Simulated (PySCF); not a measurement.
## Working out the excitation energy of Zr

Zr [Kr] 4d2 5s2 (3F) → Zr [Kr] 4d4 (5D). Calculation: PySCF 2.14, in aug-cc-pVDZ-PP with ECP28MDF (5s5p4d2f, 54 functions); a scalar-relativistic core potential. Frozen: 4s2 4p6. Energies in hartree (1 hartree = 27.21139 eV):

```csv
part,Zr (lower),Zr (upper)
UHF,-46.302154,-46.212454
CCSD correlation,-0.054231,-0.041457
(T),-0.002491,-0.001447
```

Task: What does Hartree-Fock give?

Result: (-46.212454) − (-46.302154) = 0.089700 hartree = 2.441 eV.

Task: What do CCSD and CCSD(T) give?

Result: The CCSD correlation energies differ by 0.012774 hartree = 0.348 eV and the triples by 0.001044 hartree = 0.028 eV, so CCSD gives 2.789 eV and CCSD(T) 2.817 eV.

A double-zeta basis recovers only part of the correlation energy.
